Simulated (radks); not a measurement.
Q: Zr, configuration [Kr] 4d2 5s2. Method: Dirac Kohn-Sham, Slater X-alpha with alpha = 0.824, spin-unpolarised, spherical densities, finite nucleus; open shells are shared between the two j in proportion to 2j + 1; Fermi nuclear charge, rms radius 4.2694 fm; computed with a radial shooting solver on a logarithmic mesh with Libxc functionals.

Spin-orbit splittings of the eigenvalues, e(l+1/2) - e(l-1/2), with zeta = 2 splitting/(2l+1) and mean radii in bohr:

shell  occ.  splitting (eV)  zeta (eV)  <r> j=l-1/2  <r> j=l+1/2
2p        6           86.64      57.76       0.1383       0.1426
3p        6               ?          ?       0.4524       0.4629
3d       10           2.568      1.027       0.4461       0.4496
4p        6           1.856      1.237        1.330        1.361
4d        2          0.1438    0.05751        2.167        2.193

Estimate the 3p splitting.

A: 13.90 eV (zeta = 9.267 eV).
